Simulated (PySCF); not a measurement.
C6H9N2 (doublet state).
Structure used (GFN2-xTB), in Å, numbered top down from 1:
```xyz
17
C6H9N2 angstrom
C     -2.225   -1.045    0.550
C     -0.951   -0.305    0.303
C     -1.015    0.892   -0.597
N      0.098   -0.689    0.958
C      1.370   -0.515    0.813
C      2.089   -0.145   -0.464
C      2.372    1.266   -0.405
N      2.558    2.392   -0.301
H     -2.660   -1.376   -0.394
H     -2.043   -1.908    1.182
H     -2.955   -0.397    1.037
H     -0.177    1.564   -0.424
H     -1.943    1.437   -0.427
H     -1.004    0.584   -1.645
H      1.982   -0.694    1.685
H      3.032   -0.693   -0.546
H      1.466   -0.355   -1.337
```

The hyperfine couplings belong to this conformer and change with its torsions.

The species is `C[C](C)/N=C\CC#N` [radical].

Method used: PySCF 2.14.0, UKS B3LYP, pcH-1 on C H N, non-relativistic, mean-field spin-orbit, GIAO. Isolated species at its GFN2-xTB geometry (one conformer only). The geometry wasn't refined by DFT: couplings that depend on bond lengths, twists or pyramidal angles can differ widely from those at the functional's own minimum. The frame is twisted about the C2–N4 bond at this geometry (dihedral C3–C2–N4–C5 = -23°); couplings at other torsion angles weren't computed. The SCF solution wasn't tested for stability.

**Question.** Predict the first-order ENDOR lines of N4, N8, H15, H9/H10/H11, H12/H13/H14 and H16/H17 under fast tumbling at B = 340.5 mT (X band).

**Answer.** For S = 1/2 in fast tumbling each set of equivalent nuclei gives two lines, ν± = |νn ± a/2| to first order, with νn = g_N μN B/h and μN/h = 7.62259 MHz/T.

```json
{"nuclei": "N4", "isotope": "14N", "g_N": "0.4038", "νn (MHz)": "1.05", "a_iso (MHz)": "10.05", "lower line (MHz)": "3.98", "upper line (MHz)": "6.07"}
{"nuclei": "N8", "isotope": "14N", "g_N": "0.4038", "νn (MHz)": "1.05", "a_iso (MHz)": "1.20", "lower line (MHz)": "0.45", "upper line (MHz)": "1.65"}
{"nuclei": "H15", "isotope": "1H", "g_N": "5.5857", "νn (MHz)": "14.50", "a_iso (MHz)": "-34.26", "lower line (MHz)": "2.63", "upper line (MHz)": "31.63"}
{"nuclei": "H9/H10/H11", "isotope": "1H", "g_N": "5.5857", "νn (MHz)": "14.50", "a_iso (MHz)": "33.25", "lower line (MHz)": "2.13", "upper line (MHz)": "31.12"}
{"nuclei": "H12/H13/H14", "isotope": "1H", "g_N": "5.5857", "νn (MHz)": "14.50", "a_iso (MHz)": "32.09", "lower line (MHz)": "1.55", "upper line (MHz)": "30.54"}
{"nuclei": "H16/H17", "isotope": "1H", "g_N": "5.5857", "νn (MHz)": "14.50", "a_iso (MHz)": "15.54", "lower line (MHz)": "6.73", "upper line (MHz)": "22.27"}
```

**Question.** Which pairs are centred on the nuclear Larmor frequency, and which on half the coupling?

**Answer.** Centred on νn, since |a| < 2νn: N8 and H16/H17. Centred on |a|/2 and split by 2νn: N4, H15, H9/H10/H11 and H12/H13/H14.

**Question.** At what field would the lower line of N8 fall to zero frequency?

**Answer.** Where νn = |a|/2, that is B = 0.60 MHz/(0.4038 × 7.62259 MHz/T) = 194 mT, as far as first order holds there.

Class means assume fast exchange of nuclei equivalent by connectivity; if that motion is slow, each nucleus keeps its own coupling. C1 and C3, with what hangs on them, aren't averaged: C2 is flat or nearly so (angle sum 360°), and its turn about the short C2–N4 bond (1.29 Å) is taken as slow. The three 1H nuclei of mean +32.1 MHz run from 7.9 to 70.6 MHz in the frozen geometry. The three 1H nuclei of mean +33.3 MHz run from 1.8 to 63.1 MHz in the frozen geometry. The 1H value of +15.5 MHz is a mean of couplings from 10.2 to 20.9 MHz in this one geometry, not an average over conformers.

The SMILES draws the unpaired electron on C2; the largest computed Mulliken spin population is on C5 (0.57 against 0.47).
